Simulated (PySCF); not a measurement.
C6H4N2OSe, SMILES c1c[se]c(-c2nnco2)c1. Heavy atoms are numbered as in [cH:1]1[cH:2][se:3][c:4](-[c:5]2[n:6][n:7][cH:8][o:9]2)[cH:10]1. Hydrogens are named by the atom that carries them.

Geometry optimised at B3LYP-D3(BJ)/def2-SVP. This is a generated structure with no PubChem entry under its InChIKey; it may be hypothetical. The values are those of a single conformer.

These are PBE/pcSseg-1 run with PySCF values and carry that method's errors.

GIAO shieldings, no solvent; atoms alike by connectivity are averaged. δ = σ(ref) − σ: ¹³C against TMS (σ = 182.0 ppm); ⁷⁷Se against Me2Se (σ = 1634.8 ppm); ¹⁵N against NH3 (σ = 267.0 ppm); ¹⁷O against H2O (σ = 334.3 ppm); ¹H against TMS (σ = 31.49 ppm), references at their B3LYP-D3(BJ)/def2-TZVP geometries, non-relativistic.

Computed chemical shifts:
```
nucleus     atoms  count  δ (ppm)
-------  --------  -----  -------
¹³C            C5      1    166.8
¹³C       C8 (CH)      1    154.2
¹³C       C2 (CH)      1    146.4
¹³C            C4      1    142.3
¹³C       C1 (CH)      1    136.1
¹³C      C10 (CH)      1    136.1
⁷⁷Se          Se3      1    576.8
¹⁵N            N7      1    366.2
¹⁵N            N6      1    346.4
¹⁷O            O9      1    337.5
¹H       H on C10      1     8.55
¹H        H on C8      1     8.20
¹H        H on C2      1     7.94
¹H        H on C1      1     7.54
```
